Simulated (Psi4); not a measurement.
A dimer, H2 ··· H2O (SMILES [H][H] and O), singlet; the first 2 atoms form monomer A.

```
5

H      0.3719     0.0000     0.0000
H     -0.3719     0.0000     0.0000
O      6.1792     0.1718     0.2428
H      6.8526     0.0904    -0.4403
H      6.6621     0.3672     1.0524
```

Question: What interaction energy does SAPT0/jun-cc-pVDZ, frozen core run with Psi4 give, and which attractive term is the largest?

Answer: Total -0.04 kcal/mol: electrostatics -0.04, exchange 0.00, induction 0.00, dispersion 0.00. The most attractive term is electrostatics.
